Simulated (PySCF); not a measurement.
Input of a run (PBE/cc-pVDZ geometry optimisation, gas phase (PySCF 2.14.0)), started from GFN2-xTB:
```
{"job": {"xc": "PBE", "basis": "cc-pVDZ", "grid": 1, "kind": "geom"}, "charge": 0, "multiplicity": 1}
C      3.174074     0.341279    -0.329876
C      1.982773     0.175824    -0.271201
C      0.602474     0.014270    -0.151007
C     -0.175320    -0.635409    -1.044635
C     -1.588493    -0.692944    -0.736882
C     -1.981350    -0.098862     0.400229
Si    -0.490870     0.655657     1.269799
H      4.212161     0.474171    -0.399663
H      0.207668    -1.094250    -1.945471
H     -2.259078    -1.199686    -1.417539
H     -3.010659    -0.086900     0.716967
H     -0.514451     2.116554     1.340269
H     -0.163319     0.030783     2.551281
```

Output (energies in Eh, forces in Eh/bohr):
```
step   0  E = -521.18051129  max force = 0.036381
step   1  E = -521.18815139  max force = 0.004252
step   2  E = -521.18817714  max force = 0.000555
step   3  E = -521.18817966  max force = 0.000472
step   4  E = -521.18818046  max force = 0.000092
optimisation converged
```

Question: Summarise the run.

Answer: The energy falls by 4.8 kcal/mol over 5 energy and gradient evaluations, the largest force component goes from 0.0364 to 9.2e-05 Eh/bohr, and the atoms move by 0.054 Å rms after alignment. Among the bonds, Si7–H12 and Si7–H13 change most and about equally (+0.046 Å). Bonds longer at the end by more than 0.005 Å: 12 of 13; shorter: 0. Among the angles that change most is H12–Si7–H13, from 112.8° to 109.1°. The energy never rose by more than 1e-6 Eh on the way. The first step brought 100 % of the lowering.

Question: What are the final bond lengths?

Answer: C1≡C2 1.231 Å, C2–C3 1.409 Å, C3=C4 1.377 Å, C4–C5 1.472 Å, C5=C6 1.366 Å, C6–Si7 1.886 Å, C3–Si7 1.912 Å, C1–H8 1.079 Å, C4–H9 1.102 Å, C5–H10 1.103 Å, C6–H11 1.098 Å, Si7–H12 1.509 Å, Si7–H13 1.509 Å. Numbering counts from 1 in the input's order; the species is `C#CC1=CC=C[SiH2]1`.

The run used 132 basis functions and 39 SCF cycles in all.

Stationary, but not proved a minimum.
